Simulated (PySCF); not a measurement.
Species: 1,1,1,3,3-pentafluoropropane, C3H3F5.
Geometry (PBE0-D3(BJ)/def2-SVP, Å), atoms numbered from 1 in this order:
```
atom  x, y, z in Å
F1     1.3493    1.0847    1.6716
C2     1.0132    0.1236    0.7853
F3     2.0305   -0.0120   -0.0881
C4    -0.2471    0.5442    0.0643
C5    -0.8446   -0.5364   -0.8009
F6    -1.9745   -0.1137   -1.3705
F7    -1.1388   -1.6224   -0.0731
F8    -0.0169   -0.9196   -1.7710
H9     0.8928   -0.8293    1.3294
H10   -0.0241    1.4199   -0.5619
H11   -1.0012    0.8339    0.8091
```

The closed-shell ground state was solved at several levels (PySCF, density fitting, gas phase, non-relativistic).

| level | basis functions | HOMO (eV) | LUMO (eV) | gap (eV) | dipole (D) |
| --- | --- | --- | --- | --- | --- |
| BP86/pcSseg-1 | 151 | -8.41 | 0.74 | 9.15 | 1.35 |
| KT2/pcSseg-1 | 151 | -8.47 | 0.63 | 9.10 | 1.35 |
| BHandHLYP/pcSseg-1 | 151 | -11.96 | 2.20 | 14.16 | 1.56 |
| wB97X-D/pcSseg-1 | 151 | -12.15 | 3.41 | 15.56 | 1.49 |
| PBE0/6-31G | 78 | -10.10 | 2.33 | 12.43 | 1.64 |
| OPBE/pcSseg-1 | 151 | -8.22 | 0.89 | 9.11 | 1.32 |

(1) Estimate the row for PBE0/STO-3G, a basis of 43 functions; the other rows only guide the guess.

(2) How far do the dipole and the HOMO energy spread over the levels?

Results:

(1) HOMO -5.37 eV, LUMO 8.20 eV, gap 13.57 eV, dipole 0.79 D.

(2) The dipole runs from 0.79 to 1.64 D (mean 1.36 D) and the HOMO from -12.15 to -5.37 eV.

One conformer stands for the species.
